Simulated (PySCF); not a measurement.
SMILES [SiH3]C[SiH2][GeH3], GFN2-xTB optimised geometry.

```
14

Si     1.84    -0.53     0.00
C     -0.06    -0.53     0.00
Si    -0.86     1.19     0.00
Ge    -0.20     2.38    -1.90
H      2.32     0.12     1.22
H      2.32     0.19    -1.18
H      2.32    -1.92    -0.04
H     -0.42    -1.09     0.86
H     -0.41    -1.08    -0.88
H     -0.47     1.92     1.21
H     -2.32     1.06     0.02
H      0.10     1.56    -3.12
H     -1.20     3.37    -2.42
H      1.04     3.22    -1.75
```

Density from B3LYP/def2-TZVP run with PySCF at that geometry.

Minimum of the electron density along straight lines between bonded atoms, close to the bond critical point (lines longer than 1.1 times the sum of covalent radii, or with two minima, are not listed):

```tsv
bond	length / Å	ρ at the minimum / e bohr⁻³	∇²ρ there / e bohr⁻⁵	position (fraction from the first atom)
Si1–C2	1.901	0.115	0.14	0.39
C2–Si3	1.899	0.115	0.15	0.61
Si3–Ge4	2.335	0.096	-0.18	0.40
Si1–H5	1.465	0.125	0.18	0.49
Si1–H6	1.467	0.124	0.19	0.49
Si1–H7	1.466	0.125	0.19	0.49
C2–H8	1.090	0.272	-0.89	0.64
C2–H9	1.091	0.271	-0.88	0.64
Si3–H10	1.468	0.124	0.17	0.49
Si3–H11	1.471	0.123	0.18	0.49
Ge4–H12	1.503	0.139	0.10	0.60
Ge4–H13	1.503	0.139	0.10	0.60
Ge4–H14	1.502	0.139	0.10	0.60
```
